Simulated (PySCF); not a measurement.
F₂OV, neutral, multiplicity 2. Atoms are numbered in the order given.

```xyz
4

V      0.0000     0.0000     0.0402
O      0.0000     0.0000     1.5990
F      0.0000     1.5441    -0.7621
F      0.0000    -1.5441    -0.7621
```
Charge 0, spin multiplicity 2.

Coordinates come from a B3LYP-D3(BJ)/def2-SVP optimisation. The geometry has at least one imaginary mode, so it is a saddle point at that level. The multiplicity is an assumed one; other spin states were not compared.

Method: B3LYP/def2-TZVPD (PySCF).

Mulliken values depend strongly on the basis, most of all with diffuse functions as here. ESP charges are fitted to the potential on shells at 1.4 to 2.0 van der Waals radii. Atomic charges (e):

```tsv
atom	Mulliken	ESP fit	meta-Löwdin	Mulliken spin
V1	1.91	1.16	1.46	1.04
O2	-0.65	-0.44	-0.45	-0.06
F3	-0.63	-0.36	-0.51	0.01
F4	-0.63	-0.36	-0.51	0.01
```
